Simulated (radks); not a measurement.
Question: Er29+, configuration [Kr] 4d3. All-electron calculation, Dirac Kohn-Sham, PBE, spin-unpolarised, spherical densities, finite nucleus; open shells fill j = l - 1/2 first; Fermi nuclear charge, rms radius 5.2516 fm. Program: a radial shooting solver on a logarithmic mesh with Libxc functionals.

Spin-orbit splittings of the eigenvalues, e(l+1/2) - e(l-1/2), with zeta = 2 splitting/(2l+1) and mean radii in bohr:

shell  occ.  splitting (eV)  zeta (eV)  <r> j=l-1/2  <r> j=l+1/2
2p        6               ?          ?      0.07146      0.07872
3p        6           196.1      130.7       0.2129       0.2261
3d       10           43.06      17.22       0.1989       0.2030
4p        6           56.37      37.58       0.4668       0.4877
4d        3           11.88      4.750       0.4829       0.4890
5p        0           22.51      15.01       0.8385       0.8664

Estimate the 2p splitting.

Answer: 916.9 eV (zeta = 611.3 eV).
